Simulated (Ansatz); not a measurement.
Consider the redistribution: `[OH][Ga]([OH])[O][SiH3]` + `C[Si](F)(F)Cl` → `F[Si](F)([SiH3])Cl` + `C[O][Ga]([OH])[OH]`.

Program: Ansatz. Geometries: PBE0-D4/def2-TZVP. ΔE: electronic, gas phase. CCSD(T)/CBS adds triple-zeta CCSD(T) − MP2 to the extrapolated MP2 energy (def2 sets, frozen cores). DFT in def2-TZVPP. For Ga outer-core shells are correlated without core-valence functions, which leaves a few kJ/mol of doubt a bond. Scalar relativity is left out up to krypton. One conformer a species, not always the lowest.

```
  level  ΔE (kJ/mol)
ωB97X-V        218.1
 B2PLYP        226.8
 r2SCAN        221.7
   PBE0        209.5
```

Task: What does CCSD(T)/CBS give? (An estimate is asked.)

Result: Computed: +227.9 kJ/mol. The listed levels differ from it by -9.8, -1.1, -6.2, -18.4 kJ/mol.

Largest T1 diagnostic among the species: 0.014.

From PBE to PBE0 (25 % exact exchange), in def2-TZVPP and without D4, ΔE moves by +14.5 kJ/mol.
